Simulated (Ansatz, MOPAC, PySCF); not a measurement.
Dimer: HF (SMILES F) (first 2 atoms) with CH2O2 (SMILES O=CO); geometry from B3LYP-D3(BJ)/def2-TZVP, rigid monomers moved along the line of their centres of mass till H2···O3 is 2.93 Å.
(charge 0, multiplicity 1):
```tsv
atom	x (Å)	y (Å)	z (Å)
F	0.3902	0.0014	0.4621
H	-0.1553	-0.4725	1.0950
O	-0.8684	-0.7522	3.9190
C	-0.2871	-0.0026	4.6765
O	0.6134	0.8986	4.3284
H	-0.4579	-0.0003	5.7572
H	0.7411	0.8689	3.3537
```

Interaction energies are E(AB) − E(A) − E(B) at the monomers' geometry in the complex; basis-set methods are counterpoise corrected. Rows marked so take none.

Frozen-core correlation. CBS: X⁻³ extrapolation of the correlation energy, Hartree–Fock from the larger set. Rows in 3-21G, 6-311+G**, 6-31G*, STO-3G carry no dispersion term and start afresh at each structure (6-31G* with six Cartesian d functions). The state reached by PM6, PM7 isn't checked; PM7 holds dispersion and hydrogen-bond terms.

Programs: Ansatz (a program for electronic structure) with Gaussian orbitals; MOPAC for PM6, PM7 (differences of heats of formation); PySCF for 3-21G rows, 6-311+G** rows, 6-31G* rows, STO-3G rows, the dispersion terms. Values without a source in brackets are computed.

Other levels give for the interaction energy: PBE/def2-TZVPPD -3.42; B3LYP/def2-TZVPPD -3.10; B3LYP-D3(BJ)/def2-TZVPPD -3.57; wB97M-V/def2-TZVPPD -3.52; MP2/CBS(aug-cc-pVDZ, aug-cc-pVTZ) + ΔCCSD(T)/aug-cc-pVDZ -3.45 kcal/mol.

Common cheap choices:

```tsv
level	interaction energy (kcal/mol)	less -3.45 (MP2/CBS(aug-cc-pVDZ, aug-cc-pVTZ) + ΔCCSD(T)/aug-cc-pVDZ)
PM6	-1.39	2.06
PM7	-1.73	1.72
HF/STO-3G (no counterpoise)	-0.98	2.47
HF/6-31G*	-3.20	0.25
HF/6-31G* (no counterpoise)	-4.15	-0.70
B3LYP/3-21G (no counterpoise)	-4.20	-0.75
B3LYP/6-31G* (no counterpoise)	-4.53	-1.08
B3LYP/6-311+G** (no counterpoise)	-3.33	0.12
```
